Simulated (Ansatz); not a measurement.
This geometry of ClF₃H₂W (7 atoms, charge 0, multiplicity 1) is a first-order saddle point.

Theory: Ansatz, RKS PBE/def2-SVP.

```xyz
7
Properties=species:S:1:pos:R:3
W -0.289 -0.008 0.038
H 0.953 -0.008 1.384
F 1.850 0.045 0.653
F -0.203 1.831 0.197
Cl -2.568 -0.083 -0.029
F -0.079 -1.843 0.084
H 0.605 0.066 -1.387
```

Which two structures does it join? (They come from a converged band through this point; their orientation in space is the band's.)

Bonds broken: W1–H2. Bonds formed: H2–F3.

Image 0:

```xyz
7
Properties=species:S:1:pos:R:3
W 0.034 -0.042 0.106
H 0.341 0.583 1.665
F 1.780 -0.599 0.521
F -0.341 1.763 -0.216
Cl -2.210 -0.182 0.637
F -0.160 -1.835 -0.406
H 0.826 0.313 -1.368
```

Image 8:

```xyz
7
Properties=species:S:1:pos:R:3
W -0.463 -0.022 -0.036
H 1.546 0.040 1.623
F 1.802 0.077 0.711
F -0.302 1.807 0.192
Cl -2.725 -0.133 -0.245
F -0.113 -1.833 0.098
H 0.524 0.065 -1.403
```

How far does it lie above each of them?

27.4 kcal/mol above the first and 0.9 kcal/mol above the second. This is the barrier of this one path; another mechanism may lie lower. The orbitals stay closed-shell, which can raise the energy where a bond breaks towards radicals; this wasn't checked here.

Time of the run: 120 s on 2 threads of Intel(R) Xeon(R) 6975P-C (Granite Rapids), with other jobs on the host, peak memory 0.22 GiB.
